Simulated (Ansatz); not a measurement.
Ansatz (a program for electronic structure) job for C₃H₉BO₂, SMILES OB(C)COC, PBE/def2-SVPD. Geometry: r2SCAN-D4/def2-SVP. The structure was generated by enumeration, and PubChem lists no compound with its InChIKey, so it may never have been made. The values are those of a single conformer.

Ansatz 0.2 input:
```yaml
crystal:
  periodic: [false, false, false]
  atoms:
    - {symbol: C, position_ang: [2.55830027, -0.75936116, -0.01776866]}
    - {symbol: O, position_ang: [1.44032101, 0.07690683, 0.03482756]}
    - {symbol: C, position_ang: [0.22911474, -0.62537621, -0.06235374]}
    - {symbol: B, position_ang: [-1.04701577, 0.30096160, 0.02674181]}
    - {symbol: C, position_ang: [-2.48040066, -0.31011696, -0.23698518]}
    - {symbol: O, position_ang: [-0.85713258, 1.61432143, 0.31215091]}
    - {symbol: H, position_ang: [2.56591704, -1.49822844, 0.81230364]}
    - {symbol: H, position_ang: [3.45806099, -0.13154281, 0.06413200]}
    - {symbol: H, position_ang: [2.60972657, -1.32820765, -0.97110654]}
    - {symbol: H, position_ang: [0.14151033, -1.39568670, 0.74460234]}
    - {symbol: H, position_ang: [0.17895085, -1.22283998, -1.00554720]}
    - {symbol: H, position_ang: [-2.54438601, -1.38206839, 0.00934204]}
    - {symbol: H, position_ang: [-3.29130981, 0.21497991, 0.29545647]}
    - {symbol: H, position_ang: [-2.70488560, -0.22947224, -1.31701929]}
    - {symbol: H, position_ang: [-1.68609903, 2.10755805, 0.36094505]}
basis:
  gaussian:
    orbitals: def2-SVPD
hamiltonian:
  xc: {name: PBE}
```

Program output:

```
WARN ansatz: RAYON_NUM_THREADS=2 ignored (pool sized by the plan → 2); use --threads N
Functional definition: PBE
integrals: 0.13 GiB planned
1612 factors; their error is unknown
mean field: 0.96 GiB planned
mean field evaluation 1: about -7997.7090 eV, gradient 8.6e1 eV
mean field evaluation 2: about -7955.4399 eV, gradient 1.6e2 eV
mean field evaluation 4: about -8013.9095 eV, gradient 1.0e1 eV
mean field evaluation 8: about -8014.1382 eV, gradient 3.0e-1 eV
mean field evaluation 16: about -8014.0589 eV, gradient 4.8e-4 eV
mean field -8014.05887629 eV, -294.5112315794 hartree, gradient 5.1e-5 eV, S^2 0.000000; 0 other end points of the search recorded, 0 dependent functions left out
reference -8014.05893357 eV, -294.5112336843 hartree; 24, 24 occupied and 174, 174 virtual orbitals, 1612 factors
Total energy: -8014.05893357 eV, -294.5112336843 hartree
```

Self-consistency was reached.
